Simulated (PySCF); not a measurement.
Cd⁺ (cadmium, charge +1) across methods

[Kr] 4d10 5s1, 2S determinant. All numbers are calculated (PySCF 2.14, the spin-free X2C one-electron Hamiltonian (Gaussian nucleus), in x2c-QZVPPall with one added diffuse shell each of s, p, d, f, g type (14s9p8d5f3g, 143 functions)).

```csv
method,E (hartree),mean ε 4d α (eV),mean ε 4d β (eV),mean ε 5s α (eV),Σ⟨r²⟩ (bohr²),⟨S²⟩
LDA,-5588.04,-20.829,-20.603,-13.798,38.21,0.751
r2SCAN,-5593.71,-21.009,-20.738,-13.704,38.06,0.752
PBE,-5593.30,-20.605,-20.355,-13.464,38.29,0.751
UHF,-5591.11869,-28.228,-28.072,-15.718,38.47,0.751
```

(1) Estimate the same row for PBE0.

## Answers

(1) E (hartree) = -5593.37; mean ε 4d α (eV) = -22.756; mean ε 4d β (eV) = -22.526; mean ε 5s α (eV) = -14.190; Σ⟨r²⟩ (bohr²) = 38.17; ⟨S²⟩ = 0.751.
